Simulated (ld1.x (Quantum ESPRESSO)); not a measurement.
**What one change does to a pseudopotential (Ge, ultrasoft)**

Ge, ultrasoft, made with ld1.x (Quantum ESPRESSO) 7.5 (PW91, scalar-relativistic). Core [Ar] 3d10, reference 4s1.5 4p2.5. Waves: 4s (bound): rcut 1.25, rcutus 1.55 bohr; 4s channel at 0.55 Ry: rcut 1.25, rcutus 1.55 bohr; 4p (bound): rcut 2.50, rcutus 2.65 bohr; 4p channel at 0.1 Ry: rcut 2.50, rcutus 2.65 bohr; 4d channel at 0.15 Ry: rcut 2.15, rcutus 2.40 bohr; 4d channel at 1.9 Ry: rcut 2.15, rcutus 2.40 bohr. Local part: all-electron potential smoothed inside 1.90 bohr (lloc = -1). Core correction: a·sin(br)/r model core inside 0.95 bohr. Augmentation charge: built from norm-conserving waves at rcut, not smoothed further.

All-electron outer shells of the reference configuration (PW91, scalar-relativistic, ld1.x):

| shell | level (eV) | outermost node (bohr) | outermost maximum (bohr) |
| --- | --- | --- | --- |
| 3p | -116.58 | 0.23 | 0.54 |
| 3d | -30.28 | – | 0.50 |
| 4s | -12.30 | 0.77 | 1.73 |
| 4p | -4.29 | 0.82 | 2.19 |

Change: core correction a·sin(br)/r model core inside 1.16 bohr.

Cutoffs: the cutoffs (Ry, on a coarse ladder) from which the occupation-weighted sum of valence levels, in a spherical-Bessel basis at the reference potential, stays within 10 and 1 mRy of its value at 400 Ry; they do not see the model core or the augmentation charge, which bear on the density cutoff. Errors are all-electron minus pseudo energies relative to the spin-unpolarised reference configuration.

Predict the effect on cutoff, ghosts and configuration errors.

The potential gets neither clearly harder nor softer (12 Ry and 18 Ry → 12 Ry and 18 Ry); the errors of the 7 common tests hardly move; neither file shows a bound ghost. A wider model core is smoother and lowers the density cutoff, which this test does not measure.

```csv
quantity,base,changed
"cutoff, loose",12 Ry,12 Ry
"cutoff, tight",18 Ry,18 Ry
bound ghosts,none,none
"error for 4s2 4p2, meV [ΔE -3.97 eV]",-2.4,-2.2
"error for 4s2 4p1, meV [ΔE 3.54 eV]",-3.6,-3.4
"error for 4s2 4p0, meV [ΔE 19.06 eV]",-39,-39
"error for 4s2 4p1.5, meV [ΔE -1.14 eV]",-1.6,-1.5
"error for 4s2 4p2.3, meV [ΔE -4.86 eV]",-2.9,-2.8
"error for 4s1 4p3, meV [ΔE 4.03 eV]",-3.0,-2.9
"error for 4s1 4p2, meV [ΔE 12.28 eV]",-15,-15
s: phases at 2.90 bohr within 0.05 rad from the reference energy up to (Ry; the scan ends near 5),3.8,3.8
p: phases at 2.90 bohr within 0.05 rad from the reference energy up to (Ry; the scan ends near 5),2.5,2.5
d: phases at 2.90 bohr within 0.05 rad from the reference energy up to (Ry; the scan ends near 5),3.8,3.8
lowest overlap eigenvalue by channel,"s 0.44, p 0.75, d 0.43","s 0.44, p 0.75, d 0.43"
```
